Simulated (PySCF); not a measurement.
# Computed records: B$_{3}$H$_{6}$Si, B$_{2}$FH$_{4}$Si

All values are calculated (PySCF 2.14.0). Calculation on a computer-drawn molecule: the log of a Hartree-Fock and frozen-core CCSD(T) single point meant for a local Hartree-Fock minimum, with one planted fault or none, to be diagnosed. Offsets are logged minus clean, where the clean run is the same molecule without the fault. The reference is restricted for singlets and unrestricted otherwise, and also for a bond in bohr or an excited solution. Adding or removing an electron swaps singlet and doublet. The excited solution moves the top pair (singlet) or top alpha electron (doublet) to the lowest empty orbital. Highest occupied and lowest empty are orbital energies over both spins, largest force is the largest gradient component, triples share is (T) over the correlation energy, the T1 limit is 0.02 restricted and 0.045 unrestricted, electrons count all cores, a negative frequency is imaginary (commonest isotopes), and the dipole is about the centre of nuclear charge.

Common to all runs: meant charge 0; meant multiplicity 2; meant basis cc-pV(D+d)Z; logged SCF converged yes; logged CC converged yes; logged SCF stable within its kind yes; possible faults no fault, one electron removed, one electron added, multiplicity raised by two, geometry at a saddle point, SCF held on an excited solution, minimal basis STO-3G, one bond length entered in bohr, all coordinates scaled.

```yaml
- entry: 1
  formula: B3H6Si
  logged_structure:
    atoms_angstrom:
      - [B, -0.0382, -2.9044, -2.5503]
      - [Si, 0.1031, -1.2013, -1.4888]
      - [B, -0.1973, -1.2283, 0.5004]
      - [B, 0.5444, 0.5286, -2.4161]
      - [H, -0.3042, -3.9451, -2.015]
      - [H, 0.1413, -2.9092, -3.7368]
      - [H, -0.4649, -2.2499, 1.0704]
      - [H, -0.1142, -0.2235, 1.1513]
      - [H, 0.6321, 1.5546, -1.7997]
      - [H, 0.7273, 0.5644, -3.6016]
  given:
    logged_electrons: 34
    logged_basis_functions: 95
    logged_spin_squared: 0.0
    "logged_highest_occupied [eV]": -16.571
    "logged_lowest_empty [eV]": -7.1012
    "logged_largest_force [hartree/bohr]": 0.031035
    logged_T1_diagnostic: 0.0088737
    logged_D1_diagnostic: 0.021677
    logged_triples_share: 0.022872
    "logged_dipole_magnitude [debye]": 0.00061749
    "logged_energy_HF [hartree]": -366.08791
    "logged_energy_CCSD(T) [hartree]": -366.46592
    drawn_bonds_atom: [1, 2, 2, 1, 1, 3, 3, 4, 4]
    drawn_bonds_other_atom: [2, 3, 4, 5, 6, 7, 8, 9, 10]
    drawn_bonds_order: [1, 1, 1, 1, 1, 1, 1, 1, 1]
  results:
    planted_fault: "one electron removed"
    "HF_energy_offset_from_clean_run [kcal/mol]": 180.1
    "CCSD(T)_energy_offset_from_clean_run [kcal/mol]": 195.6
- entry: 2
  formula: B3H6Si
  logged_structure:
    atoms_angstrom:
      - [B, -0.0388, -2.9567, -2.5962]
      - [Si, 0.1049, -1.2229, -1.5156]
      - [B, -0.2009, -1.2504, 0.5094]
      - [B, 0.5542, 0.5381, -2.4596]
      - [H, -0.3097, -4.0161, -2.0513]
      - [H, 0.1438, -2.9615, -3.8041]
      - [H, -0.4732, -2.2904, 1.0897]
      - [H, -0.1162, -0.2275, 1.172]
      - [H, 0.6435, 1.5825, -1.8321]
      - [H, 0.7404, 0.5745, -3.6664]
  given:
    logged_electrons: 35
    logged_basis_functions: 95
    logged_spin_squared: 0.7617
    "logged_highest_occupied [eV]": -8.5052
    "logged_lowest_empty [eV]": -0.35466
    "logged_largest_force [hartree/bohr]": 0.010215
    logged_T1_diagnostic: 0.014273
    logged_D1_diagnostic: 0.064828
    logged_triples_share: 0.028366
    "logged_dipole_magnitude [debye]": 0.0003924
    "logged_energy_HF [hartree]": -366.37246
    "logged_energy_CCSD(T) [hartree]": -366.77673
    drawn_bonds_atom: [1, 2, 2, 1, 1, 3, 3, 4, 4]
    drawn_bonds_other_atom: [2, 3, 4, 5, 6, 7, 8, 9, 10]
    drawn_bonds_order: [1, 1, 1, 1, 1, 1, 1, 1, 1]
  results:
    planted_fault: "all coordinates scaled, by +1.8 %"
    "HF_energy_offset_from_clean_run [kcal/mol]": 1.498
    "CCSD(T)_energy_offset_from_clean_run [kcal/mol]": 0.6131
- entry: 3
  formula: B2FH4Si
  logged_structure:
    atoms_angstrom:
      - [B, -0.3184, -2.5309, 0.591]
      - [Si, 0.6148, -0.811, 0.8072]
      - [B, 0.5814, 0.7501, -0.3917]
      - [F, 1.5261, -0.6616, 2.1408]
      - [H, -0.9992, -2.6714, -0.3847]
      - [H, -0.2255, -3.417, 1.3887]
      - [H, 1.1918, 1.7519, -0.1599]
      - [H, -0.0831, 0.6694, -1.3854]
  given:
    logged_electrons: 37
    logged_basis_functions: 28
    logged_spin_squared: 0.7561
    "logged_highest_occupied [eV]": -5.1383
    "logged_lowest_empty [eV]": 4.4477
    "logged_largest_force [hartree/bohr]": 0.022912
    logged_T1_diagnostic: 0.02462
    logged_D1_diagnostic: 0.12041
    logged_triples_share: 0.029305
    "logged_dipole_magnitude [debye]": 0.653
    "logged_energy_HF [hartree]": -434.637
    "logged_energy_CCSD(T) [hartree]": -434.80171
    drawn_bonds_atom: [1, 2, 2, 1, 1, 3, 3]
    drawn_bonds_other_atom: [2, 3, 4, 5, 6, 7, 8]
    drawn_bonds_order: [1, 1, 1, 1, 1, 1, 1]
  results:
    planted_fault: "minimal basis STO-3G"
    "HF_energy_offset_from_clean_run [kcal/mol]": 3396
    "CCSD(T)_energy_offset_from_clean_run [kcal/mol]": 3600
- entry: 4
  formula: B2FH4Si
  logged_structure:
    atoms_angstrom:
      - [B, -0.3184, -2.5309, 0.591]
      - [Si, 0.6148, -0.811, 0.8072]
      - [B, 0.5814, 0.7501, -0.3917]
      - [F, 1.5261, -0.6616, 2.1408]
      - [H, -0.9992, -2.6714, -0.3847]
      - [H, -0.2255, -3.417, 1.3887]
      - [H, 1.1918, 1.7519, -0.1599]
      - [H, -0.0831, 0.6694, -1.3854]
  given:
    logged_electrons: 37
    logged_basis_functions: 85
    logged_spin_squared: 0.7614
    "logged_highest_occupied [eV]": -8.4012
    "logged_lowest_empty [eV]": -0.12287
    "logged_largest_force [hartree/bohr]": 1.8993e-05
    "logged_lowest_frequency [cm^-1]": 120.73
    logged_T1_diagnostic: 0.017838
    logged_D1_diagnostic: 0.077841
    logged_triples_share: 0.023933
    "logged_dipole_magnitude [debye]": 1.3663
    "logged_energy_HF [hartree]": -440.04894
    "logged_energy_CCSD(T) [hartree]": -440.53887
    drawn_bonds_atom: [1, 2, 2, 1, 1, 3, 3]
    drawn_bonds_other_atom: [2, 3, 4, 5, 6, 7, 8]
    drawn_bonds_order: [1, 1, 1, 1, 1, 1, 1]
  results:
    planted_fault: "no fault"
    "HF_energy_offset_from_clean_run [kcal/mol]": 0.0
    "CCSD(T)_energy_offset_from_clean_run [kcal/mol]": 0.0
```
